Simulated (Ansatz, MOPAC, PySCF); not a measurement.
Molecule: RbCl (charge 0, singlet). SMILES: [Cl][Rb]
Geometry from a B3LYP-D3(BJ)/def2-TZVP (Ansatz, a first-principles code) optimisation:
```
Rb
Cl 1 2.8664
```

Quantity: size of the dipole moment, in D. Set-up: six Cartesian d functions in 6-31G* and its kin unless marked 5d; def2 sets with scalar-relativistic core potentials past Kr; STO-3G and 3-21G all-electron and non-relativistic; PM7 with its own dispersion and hydrogen-bond terms; no spin-orbit coupling; LANL2DZ with its own core potentials from Na on. First-principles rows: single points at B3LYP-D3(BJ) geometries (Ansatz). Semi-empirical rows: dipoles at the shared geometry.

```
level                                    program  size of the dipole moment (D)
---------------------------------------  -------  -----------------------------
PM3                                        MOPAC                          12.55
PM7                                        MOPAC                          12.15
SVWN5/6-31G* with LANL2DZ past Ar         Ansatz                          11.41
PBE/3-21G                                 Ansatz                          11.55
BLYP/6-31G* with LANL2DZ past Ar          Ansatz                          11.13
B3LYP/3-21G                               Ansatz                          11.97
B3LYP/def2-SVP                            Ansatz                          10.35
PBE0/6-31G* with LANL2DZ past Ar          Ansatz                          12.12
M06-2X/6-31G* with LANL2DZ past Ar (5d)    PySCF                          12.31
```

No value to compare with is used here. The 9 habitual levels span 10.35 (B3LYP/def2-SVP) to 12.55 D (PM3).

The levels are drawn from those run, B3LYP/6-31G* more often than the rest, none by its result; runs whose electronic state is in doubt are left out.
